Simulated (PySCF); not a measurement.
Dipole polarisabilities along the 4d series, charge +1

Calculated with PySCF 2.14 for the ground configurations, without spin-orbit coupling: coupled response for Hartree-Fock and DFT. Mean α in bohr³, C₆ of like pairs in atomic units.

```
                                                                                             species  α UHF  α PBE  α PBE0  C₆ UHF  C₆ PBE  C₆ PBE0
 Zr⁺ [Kr] 4d2 5s1 (x2c-TZVPPall with one added diffuse shell each of s, p, d, f type, spin-free X2C)  77.06  56.59   60.43   700.6   478.7    516.9
     Nb⁺ [Kr] 4d4 (x2c-TZVPPall with one added diffuse shell each of s, p, d, f type, spin-free X2C)  23.12  30.86   25.84   146.9   205.4    166.2
     Mo⁺ [Kr] 4d5 (x2c-TZVPPall with one added diffuse shell each of s, p, d, f type, spin-free X2C)  18.02  21.87   20.23   114.9   142.3    130.6
 Tc⁺ [Kr] 4d5 5s1 (x2c-TZVPPall with one added diffuse shell each of s, p, d, f type, spin-free X2C)  45.98  33.61   35.78   347.6   248.1    263.7
     Ru⁺ [Kr] 4d7 (x2c-TZVPPall with one added diffuse shell each of s, p, d, f type, spin-free X2C)  13.39  16.32   15.21   83.83   104.5    96.66
     Rh⁺ [Kr] 4d8 (x2c-TZVPPall with one added diffuse shell each of s, p, d, f type, spin-free X2C)  11.52  13.98   13.07   70.89   88.07    81.70
     Pd⁺ [Kr] 4d9 (x2c-TZVPPall with one added diffuse shell each of s, p, d, f type, spin-free X2C)  10.05  12.14   11.37   60.57   74.93    69.65
    Ag⁺ [Kr] 4d10 (x2c-TZVPPall with one added diffuse shell each of s, p, d, f type, spin-free X2C)  8.729  10.52   9.878   51.30   63.35    59.01
Cd⁺ [Kr] 4d10 5s1 (x2c-TZVPPall with one added diffuse shell each of s, p, d, f type, spin-free X2C)  31.55  22.24   23.76   186.2   132.3    140.0
```

The values depend on the diffuse functions of the basis.
